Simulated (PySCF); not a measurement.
SiClFI2, SMILES F[Si](Cl)(I)I. Atoms are numbered in the order given.

```xyz
5

F      1.9351     1.0723     0.0000
Si     0.3645     0.6995     0.0000
Cl    -0.6823     2.4625     0.0000
I     -0.1030    -0.5784    -2.0205
I     -0.1030    -0.5784     2.0205
```
Charge 0, spin multiplicity 1.

Geometry optimised at B3LYP-D3(BJ)/def2-SVP. The def2 effective core potentials stand for the cores of I; spin–orbit coupling is left out.

Level of theory: PBE/def2-TZVP run with PySCF.

Symmetry labels are those of the subgroup Cs that the program uses (full group Cs).

List the valence orbital energies around the gap with their symmetry. (Estimate from the structure and the level; the computed values follow.)


| orbital | symmetry | energy (eV) |
|---|---|---|
| HOMO−7 | A' | -9.66 |
| HOMO−6 | A" | -9.36 |
| HOMO−5 | A' | -8.72 |
| HOMO−4 | A" | -8.26 |
| HOMO−3 | A' | -7.51 |
| HOMO−2 | A' | -7.29 |
| HOMO−1 | A" | -7.04 |
| HOMO | A" | -6.87 |
| LUMO | A' | -2.86 |
| LUMO+1 | A' | -1.06 |
| LUMO+2 | A" | -0.89 |
| LUMO+3 | A' | -0.66 |
